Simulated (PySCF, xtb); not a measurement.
thiourea (CH₄N₂S), SMILES NC(N)=S.

xtb with GFN2-xTB at its own geometry gives an orbital gap of 2.79 eV and a dipole moment of 6.12 D.

Geometry: B3LYP-D3(BJ)/def2-SVP. The values are those of a single conformer.

What does PBE/def2-TZVPD (PySCF) give? (Estimate from the structure and the level; the computed values follow.)

gap 3.61 eV (levels -4.94 and -1.33 eV), dipole 4.87 D.
